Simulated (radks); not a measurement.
Results of a calculation; reference values are marked as such.
All-electron atom: Se IV in [Ar] 3d10 4s2 4p1. Code: a radial shooting solver on a logarithmic mesh with Libxc functionals. Model: Dirac Kohn-Sham, exchange-only B88, spin-unpolarised, spherical densities, finite nucleus; open shells fill j = l - 1/2 first; Fermi nuclear charge, rms radius 4.14 fm.

Unscreened Slater integrals over Kohn-Sham orbitals (hartree). Large and small components are both included. Empty in this configuration: 4p3/2.

| integral | value |
|---|---|
| F0(4p1/2,4p1/2) | 0.48042 |
| F0(4p1/2,4s1/2) | 0.51013 |
| G1(4p1/2,4s1/2) | 0.34462 |
| F0(4p1/2,3d5/2) | 0.61881 |
| G3(4p1/2,3d5/2) | 0.044900 |
| F0(4p1/2,3d3/2) | 0.61923 |
| G1(4p1/2,3d3/2) | 0.048919 |
| F0(4p1/2,4p3/2) | 0.47699 |
| G2(4p1/2,4p3/2) | 0.25308 |
| F0(4s1/2,4s1/2) | 0.54738 |
| F0(4s1/2,3d5/2) | 0.69323 |
| G2(4s1/2,3d5/2) | 0.065401 |
| F0(4s1/2,3d3/2) | 0.69377 |
| G2(4s1/2,3d3/2) | 0.064612 |
| F0(4s1/2,4p3/2) | 0.50585 |
| G1(4s1/2,4p3/2) | 0.33900 |
| F0(3d5/2,3d5/2) | 1.4623 |
| F2(3d5/2,3d5/2) | 0.69432 |
| F4(3d5/2,3d5/2) | 0.43556 |
| F0(3d5/2,3d3/2) | 1.4672 |
| F2(3d5/2,3d3/2) | 0.69646 |
| G2(3d5/2,3d3/2) | 0.69516 |
| G4(3d5/2,3d3/2) | 0.43610 |
| F0(3d5/2,4p3/2) | 0.61087 |
| F2(3d5/2,4p3/2) | 0.13397 |
| G1(3d5/2,4p3/2) | 0.047504 |
| G3(3d5/2,4p3/2) | 0.043365 |
| F0(3d3/2,3d3/2) | 1.4722 |
| F2(3d3/2,3d3/2) | 0.69865 |
| F0(3d3/2,4p3/2) | 0.61129 |
| F2(3d3/2,4p3/2) | 0.13314 |
| G1(3d3/2,4p3/2) | 0.046973 |
| G3(3d3/2,4p3/2) | 0.042928 |
| F0(4p3/2,4p3/2) | 0.47365 |
| F2(4p3/2,4p3/2) | 0.25154 |
